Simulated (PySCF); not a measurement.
NbO₂Br, SMILES [O]=[Nb](=[O])[Br], multiplicity 1.

The structure is a stationary point at B3LYP-D3(BJ)/def2-SVP. The multiplicity is an assumed one; other spin states were not compared. The def2 effective core potentials stand for the cores of Nb; spin–orbit coupling is left out.

These are PySCF with TDA-PBE/def2-SVPD values and carry that method's errors.

Vertical excitations. Gas-phase values at a fixed geometry. State labels are in the subgroup Cs.

Task: Estimate the UV-visible absorptions. (The exact figures need the calculation; the answer reports its results.)

Result: 
```json
[
 {"state": "S1", "symmetry": "A\"", "energy (eV)": "2.58", "λ (nm)": "481", "f": "0.000", "main pairs": "HOMO→LUMO 100 %"},
 {"state": "S2", "symmetry": "A\"", "energy (eV)": "2.79", "λ (nm)": "444", "f": "0.003", "main pairs": "HOMO−1→LUMO 99 %"},
 {"state": "S3", "symmetry": "A'", "energy (eV)": "2.95", "λ (nm)": "420", "f": "0.013", "main pairs": "HOMO−2→LUMO 97 %"},
 {"state": "S4", "symmetry": "A'", "energy (eV)": "3.77", "λ (nm)": "329", "f": "0.000", "main pairs": "HOMO−3→LUMO 94 %"},
 {"state": "S5", "symmetry": "A\"", "energy (eV)": "3.90", "λ (nm)": "318", "f": "0.002", "main pairs": "HOMO→LUMO+1 97 %"},
 {"state": "S6", "symmetry": "A\"", "energy (eV)": "4.05", "λ (nm)": "306", "f": "0.001", "main pairs": "HOMO−1→LUMO+1 98 %"},
 {"state": "S7", "symmetry": "A'", "energy (eV)": "4.09", "λ (nm)": "303", "f": "0.002", "main pairs": "HOMO−4→LUMO 94 %"},
 {"state": "S8", "symmetry": "A'", "energy (eV)": "4.45", "λ (nm)": "278", "f": "0.031", "main pairs": "HOMO−2→LUMO+1 83 %"},
 {"state": "S9", "symmetry": "A'", "energy (eV)": "4.72", "λ (nm)": "262", "f": "0.009", "main pairs": "HOMO−5→LUMO 82 %"},
 {"state": "S10", "symmetry": "A\"", "energy (eV)": "4.83", "λ (nm)": "257", "f": "0.008", "main pairs": "HOMO−6→LUMO 95 %"},
 {"state": "T1", "symmetry": "A\"", "energy (eV)": "2.48", "λ (nm)": "499", "f": "0", "main pairs": "HOMO→LUMO 99 %"},
 {"state": "T2", "symmetry": "A\"", "energy (eV)": "2.70", "λ (nm)": "459", "f": "0", "main pairs": "HOMO−1→LUMO 99 %"},
 {"state": "T3", "symmetry": "A'", "energy (eV)": "2.78", "λ (nm)": "445", "f": "0", "main pairs": "HOMO−2→LUMO 99 %"},
 {"state": "T4", "symmetry": "A'", "energy (eV)": "3.41", "λ (nm)": "364", "f": "0", "main pairs": "HOMO−3→LUMO 93 %"}
]
```
Triplets are in the Tamm–Dancoff approximation.
